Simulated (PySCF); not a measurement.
# C4H5ClN3O: g tensor and hyperfine couplings

Species: C4H5ClN3O (doublet state).
Cartesian coordinates in Å at the GFN2-xTB level; atoms count from 1:
```
atom  x, y, z in Å
C1    -2.7456    0.2802    0.1791
O2    -1.4168    0.3623   -0.2872
C3    -0.4824   -0.1847    0.5195
N4     0.7978   -0.1401    0.1315
C5     1.3509    0.3960   -1.0051
N6     2.6532    0.2251   -0.9896
C7     2.8746   -0.4202    0.1700
Cl8    4.4072   -0.8804    0.6736
N9     1.7880   -0.6649    0.8845
H10   -2.8629    0.8095    1.1295
H11   -3.3622    0.7537   -0.5818
H12   -3.0547   -0.7617    0.3069
H13   -0.7289   -0.6506    1.4570
H14    0.7810    0.8756   -1.7702
```

The hyperfine couplings belong to this conformer and change with its torsions.

As a line formula: `CO[CH]n1cnc(Cl)n1` [radical].

Level of theory: UKS B3LYP, pcH-1 on C Cl H N O, non-relativistic, mean-field spin-orbit, GIAO (PySCF 2.14.0). Isolated species at its GFN2-xTB geometry (one conformer only). A GFN2-xTB geometry isn't a minimum of the functional, and hyperfine couplings can be far from their values at a DFT geometry. Stability of the SCF solution: not tested.

- g1, g2, g3: 2.00202, 2.00315, 2.00398
- g_iso: 2.00305
- Form of g: rhombic: the two nearest values differ by 42 % of g3 − g1
- ⟨S²⟩: 0.7581 (exact 0.7500)
- HOMO–LUMO gap, α and β orbitals: 4.84, 5.09 eV

Isotropic coupling and dipolar principal values T1 to T3, in mT (MHz turned into mT with g_iso):

```json
{"atom": "C1", "isotope": "13C", "a_iso": "-0.14", "of which spin–orbit": "0.00", "T1": "-0.04", "T2": "-0.03", "T3": "0.07", "Mulliken spin population": "-0.01"}
{"atom": "O2", "isotope": "17O", "a_iso": "-0.61", "of which spin–orbit": "0.00", "T1": "-1.85", "T2": "0.88", "T3": "0.98", "Mulliken spin population": "0.09"}
{"atom": "C3", "isotope": "13C", "a_iso": "2.47", "of which spin–orbit": "0.00", "T1": "-2.38", "T2": "-2.33", "T3": "4.71", "Mulliken spin population": "0.71"}
{"atom": "N4", "isotope": "14N", "a_iso": "-0.42", "of which spin–orbit": "0.00", "T1": "-0.16", "T2": "0.06", "T3": "0.10", "Mulliken spin population": "-0.08"}
{"atom": "C5", "isotope": "13C", "a_iso": "0.58", "of which spin–orbit": "0.00", "T1": "-0.59", "T2": "-0.54", "T3": "1.13", "Mulliken spin population": "0.18"}
{"atom": "N6", "isotope": "14N", "a_iso": "0.04", "of which spin–orbit": "0.00", "T1": "-0.10", "T2": "-0.10", "T3": "0.20", "Mulliken spin population": "0.04"}
{"atom": "C7", "isotope": "13C", "a_iso": "0.17", "of which spin–orbit": "0.00", "T1": "-0.26", "T2": "-0.23", "T3": "0.49", "Mulliken spin population": "0.06"}
{"atom": "Cl8", "isotope": "35Cl", "a_iso": "0.01", "of which spin–orbit": "0.00", "T1": "-0.11", "T2": "-0.07", "T3": "0.18", "Mulliken spin population": "0.01"}
{"atom": "N9", "isotope": "14N", "a_iso": "0.03", "of which spin–orbit": "0.00", "T1": "-0.07", "T2": "-0.05", "T3": "0.11", "Mulliken spin population": "0.03"}
{"atom": "H10", "isotope": "1H", "a_iso": "0.34", "of which spin–orbit": "0.00", "T1": "-0.11", "T2": "-0.10", "T3": "0.21", "Mulliken spin population": "0.01"}
{"atom": "H11", "isotope": "1H", "a_iso": "-0.07", "of which spin–orbit": "0.00", "T1": "-0.10", "T2": "-0.08", "T3": "0.18", "Mulliken spin population": "0.00"}
{"atom": "H12", "isotope": "1H", "a_iso": "0.34", "of which spin–orbit": "0.00", "T1": "-0.11", "T2": "-0.10", "T3": "0.21", "Mulliken spin population": "0.01"}
{"atom": "H13", "isotope": "1H", "a_iso": "-2.10", "of which spin–orbit": "0.00", "T1": "-1.10", "T2": "0.00", "T3": "1.10", "Mulliken spin population": "-0.04"}
{"atom": "H14", "isotope": "1H", "a_iso": "-0.53", "of which spin–orbit": "0.00", "T1": "-0.20", "T2": "-0.08", "T3": "0.28", "Mulliken spin population": "-0.01"}
```

The Mulliken spin populations are largest on C3 (+0.71), C5 (+0.18), O2 (+0.09) and N4 (-0.08). The positive populations add up to 1.14 and the negative ones to -0.14, together 2S = 1. The angles at C3 add up to 360.0°, so it is planar; its axial dipolar tensor and the negative coupling of its proton fit spin in a p orbital normal to that plane.

Axes: g2 points within 12° of the C5–H14 bond and g3 points within 6° of the C3–N4 bond.

Under fast tumbling the dipolar parts average out, and these isotropic splittings remain: 1 × 1H (H13, I = 1/2, 2 lines) with 2.10 mT, 1 × 1H (H14, I = 1/2, 2 lines) with 0.53 mT, 1 × 14N (N4, I = 1, 3 lines) with 0.42 mT, 3 × 1H (H10/H11/H12, I = 1/2, 4 lines) with 0.20 mT, 1 × 14N (N6, I = 1, 3 lines) with 0.04 mT and 1 × 14N (N9, I = 1, 3 lines) with 0.03 mT.

Class means assume fast exchange of nuclei equivalent by connectivity; if that motion is slow, each nucleus keeps its own coupling. The three 1H nuclei of mean +5.6 MHz run from -2.1 to 9.5 MHz in the frozen geometry.

The 13C coupling of C3 (69.3 MHz) shows only in satellite lines or after enrichment, since that isotope makes up about 1.07 % of natural carbon.

The 17O coupling of O2 (-17.1 MHz) shows only in satellite lines or after enrichment, since that isotope makes up about 0.038 % of natural oxygen.

The spin density at the nucleus, in bohr⁻³, is negative for N4 (-0.0363), H13 (-0.0132) and C1 (-0.0034), for instance. A restricted open-shell determinant has no negative spin density anywhere; here it arises because α and β orbitals differ (spin polarisation).

On Intel Xeon at 2.50 GHz, one thread, shared host, this took 3.4 min of wall time (with the writing of density and orbital grids) and 0.96 GiB of memory at its peak.
